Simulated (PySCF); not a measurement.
**Computed data sheet: `[SiH3]N([SiH3])c1ccccc1`**

Species: C₆H₁₁NSi₂.
Z-matrix (Å and degrees, GFN2-xTB geometry), rows numbered from 1:
```
Si
N   1  1.7464
Si  2  1.7463  1  121.88
C   2  1.3952  1  119.04  3  -180.00
C   4  1.3939  2  120.95  1   -35.24
C   5  1.3816  4  120.92  2   179.92
C   6  1.3845  5  120.46  4     0.15
C   7  1.3845  6  119.17  5    -0.11
C   8  1.3816  7  120.47  6    -0.07
H   1  1.4617  2  107.31  3   147.87
H   1  1.4678  2  110.74  3   -90.60
H   1  1.4600  2  106.39  3    28.80
H   3  1.4676  2  110.74  1   -90.58
H   3  1.4600  2  106.38  1    28.82
H   3  1.4617  2  107.32  1   147.92
H   5  1.0800  4  119.09  2    -1.24
H   6  1.0808  5  119.46  4   179.77
H   7  1.0794  6  120.41  5   179.92
H   8  1.0808  7  120.05  6  -179.62
H   9  1.0801  4  119.10  2    -1.29
```

Structural features include: benzene ring and Si–H bond.

From GFN2-xTB geometry:

| Quantity | Value |
| --- | --- |
| Point group of the GFN2-xTB geometry | C2 |
| Rotational constants A, B, C of the GFN2-xTB geometry | 2.048, 0.840, 0.634 GHz |

From PBE0/pcSseg-1 ground state and GIAO shieldings, non-relativistic (PySCF):

| Property | Result |
| --- | --- |
| Dipole moment | 0.22 D |
| HOMO energy | -6.32 eV |
| LUMO energy | -0.27 eV |
| HOMO–LUMO gap | 6.05 eV |
| Lowest Hirshfeld atomic charge | -0.24 e on N2 |
| Highest Hirshfeld atomic charge | +0.35 e on Si1/Si3 |
| 13C chemical shifts (computed TMS as zero) by class | 157.9 (C4), 134.3 (C6/C8), 125.6 (C7), 125.5 (C5/C9) ppm |
| 1H chemical shifts (computed TMS as zero) by class | 7.55 (H17/H19), 7.18 (H18), 7.09 (H16/H20), 4.92 (H10/H11/H12/H13/H14/H15) ppm |
| Isotropic shieldings of nuclei other than C and H, by class | 227 (N2), 398 (Si1/Si3) ppm |
| Mayer bond orders between heavy atoms | Si1–N2 0.89, N2–Si3 0.89, N2–C4 0.83, C4–C5 1.40, C5–C6 1.47, C6–C7 1.43, C7–C8 1.43, C8–C9 1.47, C9–C4 1.40 |

Monoisotopic mass from the formula: 153.0430 u.

A dipole of 0.22 D is allowed in C2, and pure rotational transitions are dipole-allowed. In atomic units the dipole is 0.09 e·bohr (1 au = 2.5417 D). With B = h/(8π²I), that is 505.379 GHz u Å² over I, the principal moments of inertia are 246.8, 601.5 and 796.7 u Å² (most abundant isotopes). The rotational constants make it an asymmetric top with κ = (2B − A − C)/(A − C) = -0.71, nearer the prolate limit (−1).

Isolated species at its GFN2-xTB geometry, gas phase. NMR classes are plain means over equivalent atoms (diastereotopic ones count apart unless rotation or inversion swaps them), as if these changed places fast; in this geometry the members of some classes differ.
